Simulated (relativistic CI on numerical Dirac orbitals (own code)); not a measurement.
Method of calculation: Dirac-Coulomb-Breit CI, orbitals from a KLI potential per configuration, model QED, unscaled Slater integrals (own radial code, finite nucleus).

The strongest absorption lines from the ground level of an ion, among the configurations computed and to levels below about 15100 eV (vacuum wavelength in nm, gf): 0.08207 (0.085), 0.08454 (0.26), 0.09502 (0.49), 0.10489 (0.26), 0.10785 (0.99), 0.10922 (0.37), 0.12459 (2.3), 0.13752 (0.16).

(1) Which ion is it?
A. Lu⁶¹⁺
B. Ir⁶⁷⁺
C. Tb⁵⁵⁺
D. Ir⁶⁹⁺

## Answers

(1) B. Ir⁶⁷⁺ has 10 electrons and the ground level 2s2 2p6 1S_0; the strongest line goes to 2s2 2p5 3d 1P°_1. The pattern of lines fixes the number of electrons, and along that sequence the line energies rise steadily with the charge (about as its square where n changes within one kind of shell, about linearly where n is kept but much faster in heavy ions where fine structure, which grows about as Z⁴, sets the gap, and irregularly where shells cross), which fixes Z. Configurations outside the model, such as inner-shell arrays, can give stronger lines. At this charge energies of transitions that change n are usually good to better than 1 %, and those within a shell (Δn = 0) to a few per cent.

LS names give the leading component of a level, which can be under half, so a name can repeat, a term be missing and a line seem to break the LS rules.
